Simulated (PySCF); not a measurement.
Compound: indole, C8H7N.
Z-matrix (Å and degrees, PBE0-D3(BJ)/def2-SVP geometry), rows numbered from 1:
```
C 
C   1  1.4089
C   2  1.3877  1  121.22
C   3  1.3987  2  117.52  1    -0.01
N   4  1.3717  3  130.50  2   179.99
C   5  1.3737  4  109.47  3  -179.94
C   6  1.3710  5  109.67  4    -0.03
C   4  1.4222  3  122.22  2     0.03
C   1  1.3867  2  121.17  3     0.01
H   1  1.0924  2  119.17  3   180.00
H   2  1.0924  1  119.40  3  -180.00
H   3  1.0925  2  121.13  1  -180.00
H   5  1.0090  4  125.24  3    -0.03
H   6  1.0884  5  120.57  4   179.98
H   7  1.0875  6  126.04  5  -180.00
H   9  1.0926  1  120.63  2  -180.00
```

Level: CAM-B3LYP/def2-SVPD in PySCF, non-relativistic, on one gas-phase PBE0-D3(BJ)/def2-SVP geometry that isn't relaxed in the solvent. The solvent is an IEF-PCM continuum (van der Waals radii × 1.2), and excitations are vertical TDDFT with non-equilibrium linear response and a frozen core. The model holds no explicit solvent molecules, cavitation or dispersion.

Gas-phase singlets (H = HOMO, L = LUMO):

```tsv
state	E (eV)	λ (nm)	f	leading configurations
S1	5.022	247	0.032	H-1→L 57%, H→L+2 20%, H→L 19%
S2	5.073	244	0.109	H→L 71%, H-1→L 12%, H→L+2 9%
S3	5.830	213	0.003	H→L+1 94%
S4	6.331	196	0.574	H→L+2 64%, H-1→L 24%
S5	6.332	196	0.007	H-1→L+1 87%
```

Task: How does the list change in acetone (ε = 20.49)?

Result: 
```csv
state,E (eV),λ (nm),f,leading configurations,change by rank (eV)
S1,4.964,250,0.117,H→L 85%,-0.058
S2,5.030,246,0.073,"H-1→L 64%, H→L+1 26%",-0.043
S3,6.070,204,0.010,H→L+2 91%,+0.240
S4,6.177,201,0.863,"H→L+1 70%, H-1→L 24%",-0.154
S5,6.516,190,0.321,H-1→L+1 83%,+0.184
```

Task: What are the lowest 5 singlets in acetonitrile (ε = 35.69)?

Result: 
```json
{"state": "S1", "E (eV)": "4.964", "λ (nm)": "250", "f": "0.115", "leading configurations": "H→L 85%", "change by rank (eV)": "-0.058"}
{"state": "S2", "E (eV)": "5.032", "λ (nm)": "246", "f": "0.071", "leading configurations": "H-1→L 64%, H→L+1 26%", "change by rank (eV)": "-0.041"}
{"state": "S3", "E (eV)": "6.070", "λ (nm)": "204", "f": "0.010", "leading configurations": "H→L+2 90%", "change by rank (eV)": "+0.240"}
{"state": "S4", "E (eV)": "6.183", "λ (nm)": "201", "f": "0.857", "leading configurations": "H→L+1 70%, H-1→L 24%", "change by rank (eV)": "-0.148"}
{"state": "S5", "E (eV)": "6.518", "λ (nm)": "190", "f": "0.320", "leading configurations": "H-1→L+1 83%", "change by rank (eV)": "+0.186"}
```

Task: How do the frontier levels move from gas to acetonitrile?

Result: 
```
orbital  gas (eV)  solvent (eV)  change (eV)
 LUMO+2      1.66          1.63        -0.03
 LUMO+1      1.35          1.56        +0.21
   LUMO      0.62          0.54        -0.08
   HOMO     -7.15         -7.21        -0.06
 HOMO-1     -7.62         -7.71        -0.09
 HOMO-2     -9.38         -9.48        -0.10
 HOMO-3    -10.91        -10.92        -0.01
```

The HOMO–LUMO gap goes from 7.77 to 7.76 eV. Rows go by rank; for LUMO+1 and LUMO+2 the atom shares or the degeneracy differ between the runs, so the row needn't follow one orbital.

The run took 85 s on one thread, x86-64 server, no GPU, on a shared host. This is the whole response run at CAM-B3LYP/def2-SVPD in acetonitrile, SCF included.
